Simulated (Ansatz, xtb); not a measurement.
**CH5GeS−: where a starting geometry ends**

The starting geometry of this gas-phase singlet was built from a drawn formula by distance geometry and a force field; its bonds are those of `[CH2-][S][GeH3]`.

```xyz
8

C    -1.6694    0.3850    2.3670
Ge   -0.7183   -1.0715    0.0158
S    -0.3316    0.7802    1.1844
H    -1.8117    1.2142    3.0442
H    -1.3594   -0.4765    2.9728
H     0.3208   -1.1108   -1.1901
H    -2.1610   -0.9938   -0.5409
H    -0.4959   -2.2946    0.8880
```

Task: Predict what it relaxes into with r2SCAN-D4/def2-SVPD.

Result: It keeps its bonds, and is `[CH2-][S][GeH3]`.

The energy falls by 0.54 eV over 24 steps:

| step | E − E(last) (eV) |
| --- | --- |
| 1 | 0.540 |
| 4 | 0.241 |
| 6 | 0.209 |
| 9 | 0.194 |
| 11 | 0.163 |
| 14 | 0.017 |
| 16 | 0.005 |
| 19 | 0.000 |
| 21 | 0.000 |
| 24 | 0.000 |

Final geometry (Å):

```xyz
8

C    -1.3145    0.6268    2.7673
Ge   -0.6234   -1.0187   -0.1041
S    -0.1688    0.7170    1.5040
H    -2.3470    0.9329    2.5410
H    -1.2328   -0.2172    3.4688
H     0.1763   -1.2875   -1.4471
H    -2.1068   -0.9047   -0.5903
H    -0.6095   -2.4164    0.6015
```

From the same start GFN2-xTB ends elsewhere, differing in C1–Ge2 (1.98 against 3.38 Å here).

The end wasn't checked by frequencies. Run with Ansatz 0.2.0, 66 s on 2 threads of Arm Neoverse V1 (shared host).
